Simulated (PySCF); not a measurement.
# Dipole response of Pt⁺ (platinum, charge +1)

[Xe] 4f14 5d9, 2D determinant. Calculation: PySCF 2.14, in aug-cc-pVTZ-PP with ECP60MDF; a scalar-relativistic core potential. Coupled (time-dependent) response in atomic units; α is the mean over directions.

```csv
method,mean α (bohr³),"α xx, yy, zz",C₆ (like pair),S(−4)
B97-3,15.66,"15.61, 15.61, 15.75",117.3,77.86
```

S(−4) is the Cauchy moment in α(ω) = α(0) + S(−4) ω² + …

Spin-orbit coupling is absent.

α(iu) at B97-3:

| u (hartree) | α(iu) (bohr³) |
| --- | --- |
| 0 | 15.66 |
| 0.0500 | 15.47 |
| 0.100 | 14.94 |
| 0.200 | 13.34 |
| 0.300 | 11.63 |
| 0.500 | 8.923 |
| 0.750 | 6.688 |
| 1.00 | 5.199 |
| 1.50 | 3.395 |
| 2.00 | 2.383 |
| 3.00 | 1.344 |
| 5.00 | 0.5860 |

A single London oscillator, α(iu) = α/(1 + u²/ω²), gives C₆ = (3/4) ω α². Matching the computed C₆ needs ω = 4 × 117.3 / (3 × 15.66²) = 0.638 hartree.

For an ion, C₆ is the dispersion term alone; charge-induced terms of lower order in 1/R come first.

The components differ because the open shell of this determinant is not spherical; for a pure term their mean is the scalar polarisability.

Energies and moments cover only the electrons outside the core potential. Spin-orbit coupling, absent here, splits the open shell strongly. ⟨S²⟩ = 0.83 against 0.75 shows spin contamination.
